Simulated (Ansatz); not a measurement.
Spin states of F2W (SMILES [F][W][F]), each relaxed at B3LYP-D3(BJ)/def2-TZVP; lowest solutions found, singlets restricted, no spin–orbit coupling, no relativity up to Kr.
Multiplicity 3 (charge 0, multiplicity 3):
```json
[
 {"atom": "W", "x (Å)": "-0.0097", "y (Å)": "0.0165", "z (Å)": "-0.0228"},
 {"atom": "F", "x (Å)": "-0.2365", "y (Å)": "1.3716", "z (Å)": "-1.2338"},
 {"atom": "F", "x (Å)": "0.2131", "y (Å)": "-1.3406", "z (Å)": "1.1863"}
]
```
Multiplicity 5 (charge 0, multiplicity 5):
```xyz
3

W      0.32554     0.20010     0.12090
F     -0.39845     1.25129    -1.27944
F      0.03974    -1.40391     1.08821
```

The values were computed with Ansatz (Gaussian basis) for Hartree–Fock, density functionals and correlated methods. Values without a source in brackets are computed. In def2 rows elements past Kr take small-core potentials, without spin–orbit coupling.

The energy of multiplicity 5 less that of multiplicity 3 (kcal/mol) and the share of exact exchange:

| functional | exact exchange (%) | value |
|---|---|---|
| PBE/def2-TZVPP | 0 | 3.55 |
| PBE0/def2-TZVPP | 25 | -1.16 |
| BLYP/def2-TZVPP | 0 | 11.50 |
| B3LYP/def2-TZVPP | 20 | 8.13 |
| BHLYP/def2-TZVPP | 50 | 4.16 |
| r2SCAN/def2-TZVPP | 0 | -5.98 |
| r2SCANh/def2-TZVPP | 10 | -6.73 |

Question: Take the value as linear in the share of exact exchange along PBE and PBE0. Give the slope, say whether the sign turns, and set the other functionals against that line.

Answer: 
Slope: (-1.16 − (3.55))/2.5 = -1.88 kcal/mol for each 10 %. The line crosses zero at 19 %, where the sign would turn. At 50 % it gives -5.9 kcal/mol. The LYP pair gives (4.16 − (11.50))/5 = -1.47 for each 10 %. BHLYP, at 50 %, lies 10.0 from the PBE line. B3LYP, at 20 %, lies 8.3 from the PBE line. r2SCAN, with none, stands -9.5 from PBE. The r2SCAN pair gives -0.75 for 10 %.

Ansatz is a program for electronic structure.
